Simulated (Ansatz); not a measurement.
Relaxation of ClFGeH4O2 (9 atoms, charge 0, multiplicity 1), to a largest force component of 0.03 eV/Å in at most 50 steps.

Computed with RHF/def2-SVP in Ansatz 0.2.0.

```xyz
9
Properties=species:S:1:pos:R:3
Ge 0.156 0.361 -0.335
H 0.889 -0.576 2.155
O 1.764 -0.198 -0.539
H 1.879 -1.125 -0.696
F -0.467 0.914 -1.824
O -0.870 -0.923 0.187
H -1.806 -0.807 0.122
Cl 0.130 2.123 0.954
H 0.930 0.106 2.351
```

**Question.** Where does it end, and by what steps?

**Answer.** The run converged. The force dipped under the threshold on the way, but the program's further checks kept it going. After 46 steps the energy has fallen by 0.272 eV; H9 moved furthest, 1.91 Å.

| step | energy less start (eV) | largest force component (eV/Å) | accepted |
| --- | --- | --- | --- |
| 0 | 0.0000 | 1.539 | yes |
| 2 | -0.2226 | 0.100 | yes |
| 4 | -0.2509 | 0.055 | yes |
| 6 | -0.2542 | 0.039 | yes |
| 8 | -0.2548 | 0.160 | yes |
| 10 | -0.2555 | 0.039 | yes |
| 12 | -0.2554 | 0.199 | no |
| 14 | -0.2559 | 0.007 | yes |
| 16 | -0.2561 | 0.040 | yes |
| 18 | -0.2566 | 0.074 | yes |
| 20 | -0.2442 | 0.685 | no |
| 22 | -0.2576 | 0.014 | yes |
| 24 | -0.2582 | 0.067 | yes |
| 26 | -0.2592 | 0.071 | yes |
| 28 | -0.2608 | 0.040 | yes |
| 30 | -0.2630 | 0.150 | yes |
| 32 | -0.2659 | 0.081 | yes |
| 34 | -0.2671 | 0.105 | yes |
| 36 | -0.2685 | 0.084 | yes |
| 38 | -0.2694 | 0.213 | no |
| 40 | -0.2706 | 0.196 | yes |
| 42 | -0.2715 | 0.023 | yes |
| 44 | -0.2719 | 0.060 | yes |
| 46 | -0.2723 | 0.020 | yes |

```xyz
9
Properties=species:S:1:pos:R:3
Ge 0.120 0.594 -0.798
H 0.611 -1.069 3.023
O 1.741 0.193 -1.203
H 2.008 -0.707 -1.083
F -0.912 0.335 -2.131
O -0.419 -0.445 0.474
H -1.341 -0.463 0.687
Cl -0.017 2.650 -0.321
H 0.813 -1.214 3.728
```

Whether the end is a true minimum wasn't checked by a vibrational analysis.

Time of the run: 72 s on 2 threads of Arm Neoverse V2, with other jobs on the host, peak memory 0.25 GiB.
